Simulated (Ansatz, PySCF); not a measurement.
Si(OH)4 (H₄O₄Si), SMILES O[Si](O)(O)O.

Geometry: PBE-D3(BJ)/def2-SVP. The isomer is the one that the SMILES or the coordinates give; other isomers of the formula were not compared. One conformer was computed; it need not be the lowest.

Vertical ionisation energy (IE) and electron affinity (EA) in eV. Rows of orbital energies are one-electron estimates. Where ΔSCF, EOM or ADC give a negative EA the extra electron is unbound and the value depends on the basis.

| level | IE | EA |
|---|---|---|
| −ε(HOMO), −ε(LUMO), M06-2X/def2-TZVP (PySCF) | 11.01 | -0.91 |
| −ε(HOMO), −ε(LUMO), PBE/def2-TZVP (PySCF) | 7.39 | 0.64 |
| ΔSCF, PBE0/def2-SVPD (Ansatz), final states of multiplicity 2 and 2 | 11.53 | -0.83 |
| ΔSCF, PBE/def2-SVPD (Ansatz), final states of multiplicity 2 and 2 | [?] | [?] |

Task: What belongs in the gaps? (An estimate is asked for; the answer gives what the named calculation found.)

Result: 
- ΔSCF, PBE/def2-SVPD (Ansatz, an electronic-structure program), final states of multiplicity 2 and 2, IE: 10.78
- ΔSCF, PBE/def2-SVPD (Ansatz), final states of multiplicity 2 and 2, EA: -0.61

Task: What vertical singlet–triplet gap does ΔSCF give with PBE0/def2-SVPD (Ansatz) and with PBE/def2-SVPD (Ansatz)? (An estimate is asked for; the answer gives what the named calculation found.)

Result: 7.59 and 6.57 eV (triplet above singlet where positive).
